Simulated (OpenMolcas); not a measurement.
Ne⁴⁺: from CASSCF to CASPT2

```json
{
 "Program": "OpenMolcas 26.06",
 "Basis": "ANO-R3 [4s4p2d1f]",
 "Scalar Hamiltonian": "X2C, finite nucleus",
 "Active space": "4 electrons in 8 orbitals (2s 2p 3s 3p)",
 "State averaging": "2S+1 = 3 even, 3 roots; 2S+1 = 1 even, 6 roots; 2S+1 = 5 odd, 1 root; 2S+1 = 3 odd, 8 roots",
 "Spin-orbit coupling": "RASSI with atomic mean-field integrals over the reference wave functions, term energies averaged over their components"
}
```

Methods on the same reference wave functions:
A. CASSCF
B. SS-CASPT2, IPEA 0.25 Eh, imaginary shift 0.1 Eh (closed shells correlated: 1s)

Energies in cm⁻¹ above 2s² 2p² ³P₀, the measured ground level; measured values from NIST levels in Podobedova, Fuhr, Reader and Wiese, J. Phys. Chem. Ref. Data 33, 525 (2004).

```tsv
Level	A	B	Measured
2s² 2p² ³P₀	0.0	0.0	0.0
2s² 2p² ³P₁	392	391	412
2s² 2p² ³P₂	1130	1128	1110
2s² 2p² ¹D₂	33317	31056	30292
2s² 2p² ¹S₀	60036	64385	63914
2s 2p³ ⁵S°₂	77451	86038	
2s 2p³ ³D°₁	178638	174946	175927
2s 2p³ ³D°₂	178638	174947	175905
2s 2p³ ³D°₃	178662	174969	175834
2s 2p³ ³P°₀	208547	208100	208193
2s 2p³ ³P°₁	208565	208117	
2s 2p³ ³P°₂	208596	208148
```

Deviations, from unrounded energies. A percentage is the sum of absolute deviations over the sum of measured energies, with the sign that they share, or ± where signs differ.

```csv
Against measurement,Levels,A,B
mean absolute deviation (cm-1),8,1900,520
fine structure of the ground term (%),2,±2.6,±2.6
other terms of the ground configuration (%),2,±7.3,+1.3
other configurations (%),4,+1.2,-0.4
```

B lies closest to measurement on these levels. The largest miss of B in the table is 2s 2p³ ³D°₁, by -980 cm-1. The ranking rests on the paired levels alone, and a cruder setting can come out closer through cancelling errors.

From A to B the spin-free energies of the other terms of 2s² 2p² shown, above ³P, scale by factors of 0.93 to 1.07.

The lowest spin-free term lies below A's lowest term by 0.070 hartree in B.

Active for correlation alone: 3p 3s; no level in the range computed is led by a configuration that fills them, so any true level of that kind is missing. Measured partners are found by configuration, term and J. A level has none where our copy of the source lacks it or the pairing is in doubt (some pairs that miss far off the trend of their configuration count as doubtful), and it then counts in no deviation. Levels of configurations outside the active space are missing.

° marks odd parity.
